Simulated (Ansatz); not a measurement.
One geometry of `[SiH3]C1=CC1(S)S`, several functionals.

```yaml
crystal:
  periodic: [false, false, false]
  atoms:
    - {symbol: Si, position_ang: [0.375167, -1.604540, 1.406903]}
    - {symbol: C, position_ang: [0.485858, -0.460329, -0.033460]}
    - {symbol: C, position_ang: [1.013363, -0.025624, -1.140092]}
    - {symbol: C, position_ang: [-0.144443, 0.742024, -0.682026]}
    - {symbol: S, position_ang: [-1.690310, 0.583326, -1.598078]}
    - {symbol: S, position_ang: [0.072575, 2.332764, 0.148872]}
    - {symbol: H, position_ang: [-0.987485, -2.189269, 1.436389]}
    - {symbol: H, position_ang: [1.392650, -2.675624, 1.274628]}
    - {symbol: H, position_ang: [0.609551, -0.827692, 2.649168]}
    - {symbol: H, position_ang: [1.764431, -0.121803, -1.907228]}
    - {symbol: H, position_ang: [-2.482811, 1.095096, -0.641765]}
    - {symbol: H, position_ang: [-0.331546, 3.096572, -0.879311]}
basis:
  gaussian: {orbitals: def2-TZVPP}
hamiltonian: {xc: pbe, dispersion: d4}
output: {forces: true, orbitals: {seedname: orbitals}}
```

```sh
$ ansatz run in.yaml --threads 2 --pin off --events-out ev --progress --plain --max-ram 32768MiB --backend cuda --devices 0, --max-vram 18GiB
```

It prints (some lines left out):

```
Functional definition: PBE
1750 factors; their error is unknown
mean field evaluation 1: about -32727.4669 eV, gradient 6.8e1 eV
mean field evaluation 2: about -32679.5396 eV, gradient 1.5e2 eV
mean field evaluation 4: about -32738.5688 eV, gradient 1.6e1 eV
mean field evaluation 8: about -32739.1340 eV, gradient 1.2e-1 eV
mean field evaluation 16: about -32739.0977 eV, gradient 8.9e-3 eV
mean field -32739.09768806 eV, -1203.1396486788 hartree, gradient 2.2e-5 eV, S^2 0.000000; 0 other end points of the search recorded, 0 dependent functions left out
reference -32739.09773627 eV, -1203.1396504504 hartree; 35, 35 occupied and 268, 268 virtual orbitals, 1750 factors
Total energy: -32739.48430217 eV, -1203.1538564854 hartree
Atom 0 at     0.375167    -1.604540     1.406903 Å, force     0.018111     0.025334    -0.042498 eV/Å
Atom 1 at     0.485858    -0.460329    -0.033460 Å, force    -0.158515    -0.441699     0.677121 eV/Å
Atom 2 at     1.013363    -0.025624    -1.140092 Å, force     0.369483     0.135293    -0.556398 eV/Å
Atom 3 at    -0.144443     0.742024    -0.682026 Å, force    -0.159265     0.172182    -0.046355 eV/Å
Atom 4 at    -1.690310     0.583326    -1.598078 Å, force    -0.118440    -0.157993    -0.371361 eV/Å
Atom 5 at     0.072575     2.332764     0.148872 Å, force     0.149425     0.137205     0.378104 eV/Å
Atom 6 at    -0.987485    -2.189269     1.436389 Å, force    -0.147608    -0.061946     0.009974 eV/Å
Atom 7 at     1.392650    -2.675624     1.274628 Å, force     0.105108    -0.120240    -0.002557 eV/Å
Atom 8 at     0.609551    -0.827692     2.649168 Å, force     0.020763     0.077128     0.139981 eV/Å
Atom 9 at     1.764431    -0.121803    -1.907228 Å, force     0.168945    -0.027386    -0.172711 eV/Å
Atom 10 at    -2.482811     1.095096    -0.641765 Å, force    -0.154459     0.115546     0.193766 eV/Å
Atom 11 at    -0.331546     3.096572    -0.879311 Å, force    -0.093548     0.146575    -0.207067 eV/Å
Dipole moment:     0.153694    -0.153400    -0.014199 e Å
```

Hardware: 2 threads of an AMD EPYC 7R13 on a shared host and a share of an NVIDIA H100 80 GB. Wall time 3.6 s, peak host memory 0.83 GiB.

Changing it to `hamiltonian: {xc: {name: B2PLYP}}` and no forces (abridged; 9.5 s):

```
Functional definition: B2PLYP
mean field evaluation 16: about -32734.9300 eV, gradient 2.3e-4 eV
mean field -32734.93002213 eV, -1202.9864897809 hartree, gradient 4.0e-6 eV, S^2 0.000000
18 core orbitals not correlated: weight in the atoms' cores, before any rotation towards them, 1.000 or more for the frozen orbitals, at most 0.000 for the correlated occupied ones
second order -31.98828547 eV of doubles, -0.00000000 eV of singles
Total energy: -32743.56705714 eV, -1203.3038949630 hartree
```

Changing it to `hamiltonian: {xc: {name: wB97X-V}}` and no forces (abridged; 7.5 s):

```
Functional definition: wB97X-V
mean field evaluation 16: about -32751.3500 eV, gradient 1.5e-4 eV
mean field -32751.35000462 eV, -1203.5899130073 hartree, gradient 2.1e-5 eV, S^2 0.000000
Total energy: -32751.35000222 eV, -1203.5899129192 hartree
```

With the line `hamiltonian: {xc: {name: B3LYP}, dispersion: d4}` (abridged; 5.5 s):

```
Functional definition: B3LYP
mean field evaluation 16: about -32758.2557 eV, gradient 8.7e-3 eV
mean field -32758.25571550 eV, -1203.8436932013 hartree, gradient 1.4e-5 eV, S^2 0.000000
Total energy: -32758.88351650 eV, -1203.8667644626 hartree
Atom 0 force    -0.011591    -0.052464     0.072032 eV/Å
Atom 1 force     0.107015    -0.128018     0.019457 eV/Å
Atom 2 force     0.140042    -0.090041    -0.057573 eV/Å
Atom 3 force     0.048002    -0.028448    -0.026598 eV/Å
Atom 4 force    -0.267247    -0.036514    -0.123932 eV/Å
Atom 5 force     0.045370     0.272355     0.114596 eV/Å
Atom 6 force     0.088132     0.034201     0.005291 eV/Å
Atom 7 force    -0.064670     0.064126     0.014259 eV/Å
Atom 8 force    -0.016558    -0.056416    -0.073800 eV/Å
Atom 9 force    -0.051350     0.002731     0.056875 eV/Å
Atom 10 force    -0.023798    -0.006321    -0.027528 eV/Å
Atom 11 force     0.006654     0.024810     0.026920 eV/Å
Dipole moment:     0.162075    -0.162045    -0.014940 e Å
```

B3LYP takes the VWN-RPA correlation (the form of Gaussian; ORCA's B3LYP/G).
